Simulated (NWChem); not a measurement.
System meant: SiI$_{2}$, singlet; SMILES I[Si]I

Here is an NWChem input.

```
start job
memory heap 200 mb stack 900 mb global 1100 mb
geometry units angstroms noautoz
  Si     0.000000     0.000000     1.363451
  I      1.951871     0.000000    -0.174387
  I     -1.951871     0.000000    -0.174387
end
basis spherical
  Si library def2-svp
  I library def2-svp
end
dft
  xc pbe0
  iterations 150
  mulliken
end
task dft energy
```

End of the output:

```
             Grid Information
             ----------------
          Grid used for XC integration:  medium
          Radial quadrature: Mura-Knowles
          Angular quadrature: Lebedev.
          Tag              B.-S. Rad. Rad. Pts. Rad. Cut. Ang. Pts.
          ---              ---------- --------- --------- ---------
          Si                  1.10       88           9.0       590
          I                   1.40      123          11.0       590
          Grid pruning is: on
          Number of quadrature shells:   211
          Spatial weights used:  Erf1

          Convergence Information
          -----------------------
          Convergence aids based upon iterative change in
          total energy or number of iterations.
          Levelshifting, if invoked, occurs when the
          HOMO/LUMO gap drops below (HL_TOL):  1.00D-02
          DIIS, if invoked, will attempt to extrapolate
          using up to (NFOCK): 10 stored Fock matrices.

                    Damping( 0%)  Levelshifting(0.5)       DIIS
                  --------------- ------------------- ---------------
          dE  on:    start            ASAP                start
          dE off:    2 iters        150 iters           150 iters

      Screening Tolerance Information
      -------------------------------
          Density screening/tol_rho:  1.00D-10
          AO Gaussian exp screening on grid/accAOfunc:  14
          CD Gaussian exp screening on grid/accCDfunc:  20
          XC Gaussian exp screening on grid/accXCfunc:  20
          Schwarz screening/accCoul:  1.00D-08

      Superposition of Atomic Density Guess
      -------------------------------------

      charge =      53.0 I (Iodine)

      symmetry species            s     p     d     f
      number of basis functions =10     7     6
      number of cont. functions = 4     4     2
      number of closed shells   = 5     3     2
      number of open shells     = 0     1     0
      open shell occupation     = 0     5     0
 ------------------------------------------------------------------------
 atomscf:atomd: error in atom scf                   0
 ------------------------------------------------------------------------
 ------------------------------------------------------------------------
  current input line :
    17: task dft energy
 ------------------------------------------------------------------------
 ------------------------------------------------------------------------
 This error has not yet been assigned to a category
 ------------------------------------------------------------------------
 For more information see the NWChem manual at https://nwchemgit.github.io

0:atomscf:atomd: error in atom scf:Received an Error in Communication
```

Task: Find the fault in this run and fix the input.

Result: The program stopped with an error. Cause: the def2 basis of a heavy element holds valence functions alone and wants its effective core potential (without it all electrons must fit into that basis). This input runs:
```
start job
memory heap 200 mb stack 900 mb global 1100 mb
geometry units angstroms noautoz
  Si     0.000000     0.000000     1.363451
  I      1.951871     0.000000    -0.174387
  I     -1.951871     0.000000    -0.174387
end
basis spherical
  Si library def2-svp
  I library def2-svp
end
ecp
  I library def2-ecp
end
dft
  xc pbe0
  iterations 150
  mulliken
end
task dft energy
```
It converges to -884.75353 Ha (PBE0/def2-SVP with def2 effective core potentials on I).
